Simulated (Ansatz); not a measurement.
System: HgCl2, charge 1, multiplicity 2. The spin state was set by rule; other spins were not relaxed. 
Coordinates optimised at B3LYP-D3(BJ)/def2-TZVP (Ansatz, an electronic-structure program):
```
Hg
Cl 1 2.2795
Cl 1 2.2795 2 180.00
```
Charge +1, spin multiplicity 2.

Total electronic energies in hartree. Valence correlation only, unless marked. UHF or UKS for open shells. No spin-orbit coupling. Frozen are the shells of the preceding noble gas and the d and f shells that filled before the atom's block. In def2 rows, elements after Kr have scalar-relativistic effective core potentials. CBS marks a two-point X^-3 extrapolation of the correlation energy; Hartree-Fock from the larger set. The bracket is a focal-point correction in the basis named. The program attaches cautions to a run behind wB97X-V/def2-TZVPD: asymmetric forces.

| level | program | energy (Eh) |
|---|---|---|
| RI-HF/def2-QZVPPD | Ansatz | -1071.26651 |
| BLYP-D4/def2-TZVPD | Ansatz + dftd4 | [?] |
| PBE0/def2-QZVPP | Ansatz | [?] |
| wB97X-V/def2-TZVPD | Ansatz | -1073.39071 |
| RI-MP2/def2-QZVPP | Ansatz | -1072.08717 |
| CCSD/def2-SVP | Ansatz | -1071.44430 |
| CCSD(T)/def2-TZVPPD | Ansatz | -1072.03986 |
| RI-MP2/CBS(def2-TZVPP,def2-QZVPP)+[CCSD(T)-MP2]/def2-SVP | Ansatz | -1072.1609 |
| RI-MP2/CBS(def2-TZVPPD,def2-QZVPPD)+[CCSD(T)-MP2]/def2-TZVPPD | Ansatz | -1072.1688 |

Task: Fill in the missing entries.

Result: 
- BLYP-D4/def2-TZVPD, energy (Eh): -1073.58088
- PBE0/def2-QZVPP, energy (Eh): -1073.30511
